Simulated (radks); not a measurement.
Values are calculated unless marked as measured or tabulated.
Radial electron density D(r) = 4 pi r^2 rho(r) of an atom or ion with 64 electrons. Level of theory: scalar-relativistic Kohn-Sham, AM05, spin-polarised, spherical densities, point nucleus (a radial shooting solver on a logarithmic mesh with Libxc functionals).

r (bohr)  D(r) (e/bohr)   spin D(r)
0.00185           13.78  0.00000223
0.002507          21.35  0.00000322
0.003398          32.03  0.00000419
0.004642          46.44  0.00000427
0.006291          62.88    9.88e-07
0.008526          78.84  -0.0000115
0.01156           89.61  -0.0000457
0.01579           90.86   -0.000130
0.02139           84.31   -0.000308
0.029             81.67   -0.000670
0.0393            95.52    -0.00136
0.05368           118.2    -0.00223
0.07276           118.6     0.00119
0.09861           97.26      0.0373
0.1336            97.63       0.222
0.1826            109.1       0.892
0.2474            76.49        2.46
0.3353            49.84        4.85
0.4545            59.24        6.56
0.6209            45.08        5.95
0.8415            22.08        3.76
1.14              13.16        1.61
1.546             6.645       0.412
2.111             1.612       0.136
2.862            0.2962       0.165
3.878            0.1434       0.140
5.256           0.04967      0.0497
7.181          0.005034     0.00503
9.732         0.0001105    0.000111

What is the nuclear charge?

Answer. Z = 68. The innermost maximum, from 1s, lies near gamma/Z bohr with gamma = sqrt(1 - (Z/c)^2) = 0.868, here 0.0128 bohr (found: 0.0140), and its height grows with Z. The density is that of the erbium ion Er4+ in [Xe] 4f9.5 5f0.5; the configuration itself is not fixed sharply by these data, and Z only to a few units. D(r) has 4 maxima, at r = 0.0140, 0.0630, 0.174, 0.473 bohr, and minima at 0.0268, 0.114, 0.338 bohr, inside which lie 1.92, 11.09, 29.59 electrons.
